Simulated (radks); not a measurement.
Results of a calculation; reference values are marked as such.
Valence configurations of neutral platinum (all share [Xe]). Code: a radial shooting solver on a logarithmic mesh with Libxc functionals. Model: scalar-relativistic Kohn-Sham, BLYP, spin-polarised, spherical densities, finite nucleus; open shells are filled with parallel spins first (spin-orbit coupling, left out, can overturn this in heavy ions); Fermi nuclear charge, rms radius 5.427 fm. Energies are relative to 4f14 5d9 6s1; eigenvalues in eV for spin up.

| valence | E (eV) | moment (Bohr magnetons) | e(4f) | e(5d) | e(6p) | e(6s) |
|---|---|---|---|---|---|---|
| 4f14 5d9 6s1 | 0.000 | 2 | -69.973 | -6.356 | - | -5.971 |
| 4f14 5d10 | 0.476 | 0 | -67.573 | -4.411 | - | - |
| 4f14 5d8 6s2 | 0.724 | 2 | -72.814 | -8.420 | - | -6.671 |
| 4f14 5d9 6s0.5 6p0.5 | 2.527 | 2 | -71.000 | -7.332 | -1.542 | -6.699 |
| 4f14 5d9 6p1 | 5.153 | 2 | -71.921 | -8.191 | -1.974 | - |
| 4f14 5d7 6s0.5 6p2.5 | 16.346 | 6 | -80.048 | -14.680 | -3.712 | -10.704 |
| 4f13 5d10 6s1 | 68.896 | 2 | -81.308 | -6.997 | - | -5.855 |
| 4f13 5d9 6s2 | 70.677 | 2 | -84.393 | -9.269 | - | -6.604 |
| 4f13 5d9 6s1 6p1 | 75.713 | 4 | -86.270 | -11.204 | -2.295 | -8.289 |
| 4f12 5d10 6s1 6p1 | 155.23 | 4 | -98.321 | -12.145 | -2.278 | -8.297 |

NIST lists [Xe] 4f14 5d9 6s1 as the ground configuration; this level of theory agrees among the configurations tried. The energies are those of spherical high-spin densities, not of single terms.
